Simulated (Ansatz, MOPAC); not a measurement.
System: HSeF2, net charge 1, singlet state. SMILES: F[SeH+]F

Atoms: Se1, F2, F3, H4. Bonds: Se1-F2, Se1-F3, Se1-H4.

Bond lengths (Å) and angles (degrees) optimised at PM6 with MOPAC; HF/3-21G with Ansatz (a quantum-chemistry and plane-wave program); B3LYP/LANL2DZ with Ansatz, each started from the B3LYP-D3(BJ)/def2-TZVP structure (Ansatz) of the last column. A row stands for all coordinates that are equal there. No wavenumbers were computed at B3LYP/LANL2DZ, so these may be saddle points.

```tsv
coordinate	PM6	HF/3-21G	B3LYP/LANL2DZ	B3LYP-D3(BJ)/def2-TZVP
Se1-F2	1.720	1.684	1.795	1.683
Se1-H4	1.492	1.470	1.514	1.503
F2-Se1-F3	93.3	97.6	97.7	99.0
F2-Se1-H4	95.1	96.4	93.5	94.5
```

Mean signed difference of all 3 bond lengths from B3LYP-D3(BJ)/def2-TZVP: PM6 0.021 Å, HF/3-21G -0.010 Å, B3LYP/LANL2DZ 0.079 Å.
